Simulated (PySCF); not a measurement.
Molfile (atoms numbered from 1):
```
C4H12BN
     RDKit          3D

 18 17  0  0  0  0  0  0  0  0999 V2000
    1.6786    0.9155   -0.6499 C   0  0  0  0  0  0  0  0  0  0  0  0
    1.3306   -0.0401    0.4973 C   0  0  0  0  0  0  0  0  0  0  0  0
    0.0029   -0.8539    0.2041 B   0  0  0  0  0  0  0  0  0  0  0  0
    0.0928   -2.0444   -0.5243 N   0  0  0  0  0  0  0  0  0  0  0  0
   -1.4141   -0.3641    0.7070 C   0  0  0  0  0  0  0  0  0  0  0  0
   -1.7018    1.1225    0.5096 C   0  0  0  0  0  0  0  0  0  0  0  0
    1.8238    0.3721   -1.5874 H   0  0  0  0  0  0  0  0  0  0  0  0
    2.5957    1.4749   -0.4469 H   0  0  0  0  0  0  0  0  0  0  0  0
    0.8821    1.6439   -0.8202 H   0  0  0  0  0  0  0  0  0  0  0  0
    2.1720   -0.7259    0.6535 H   0  0  0  0  0  0  0  0  0  0  0  0
    1.2321    0.5369    1.4231 H   0  0  0  0  0  0  0  0  0  0  0  0
   -0.7100   -2.5914   -0.7851 H   0  0  0  0  0  0  0  0  0  0  0  0
    0.9657   -2.4366   -0.8351 H   0  0  0  0  0  0  0  0  0  0  0  0
   -1.4464   -0.5833    1.7846 H   0  0  0  0  0  0  0  0  0  0  0  0
   -2.2218   -0.9606    0.2658 H   0  0  0  0  0  0  0  0  0  0  0  0
   -0.9414    1.7424    0.9918 H   0  0  0  0  0  0  0  0  0  0  0  0
   -1.7131    1.3901   -0.5504 H   0  0  0  0  0  0  0  0  0  0  0  0
   -2.6699    1.4088    0.9283 H   0  0  0  0  0  0  0  0  0  0  0  0
  1  2  1  0
  2  3  1  0
  3  4  1  0
  3  5  1  0
  5  6  1  0
  1  7  1  0
  1  8  1  0
  1  9  1  0
  2 10  1  0
  2 11  1  0
  4 12  1  0
  4 13  1  0
  5 14  1  0
  5 15  1  0
  6 16  1  0
  6 17  1  0
  6 18  1  0
M  END
```

[PySCF 2.14.0 with density-fitted response routines: shielding tensors at B97-2/pcSseg-2 (GIAO); geometry from PBE0-D3(BJ)/def2-TZVP; no relativistic terms; single conformer; gas phase; averaged over atoms made equivalent by symmetry, fast rotation or ring inversion]

Task: Predict the 2D correlation tables (HSQC, COSY, HMBC).

Result: 

HSQC (one-bond C–H):
| δH | δC |
| --- | --- |
| 1.03 (H7/H8/H9/H16/H17/H18) | 12.9 (C1/C6) |
| 0.78 (H10/H11/H14/H15) | 17.1 (C2/C5) |

COSY cross peaks (H two or three bonds apart, from the bond graph; peaks can be absent where the dihedral angle is near 90°):
| δH | δH |
| --- | --- |
| 1.03 (H7/H8/H9/H16/H17/H18) | 0.78 (H10/H11/H14/H15) |

HMBC (two and three bonds, from the bond graph):
| δH | δC |
| --- | --- |
| 1.03 (H7/H8/H9/H16/H17/H18) | 17.1 (C2/C5) |
| 0.78 (H10/H11/H14/H15) | 17.1 (C2/C5), 12.9 (C1/C6) |

References, each an isolated molecule treated in the same way: TMS for ¹H (31.64 ppm), ¹³C (185.38 ppm).

Short H···H contacts in this conformer between protons four or more bonds apart (candidates for NOE cross peaks, intensity ∝ r⁻⁶): H11···H16 2.52 Å.

OH and NH positions are those of a molecule without intermolecular hydrogen bonds; in solution they move with solvent, concentration and temperature, and exchange usually removes their couplings. A carbon bonded to boron is broadened by the quadrupolar boron nucleus and is often missing from a measured spectrum. Shifts are as computed. Against solution values, carbons near 30 ppm lie about +3 ppm off and those near 130 ppm about +7 ppm. Of 1211 compounds with measured shifts, 218 miss one by over three times the rms of a fit or turn the order of signals round; such compounds aren't used in these exercises.
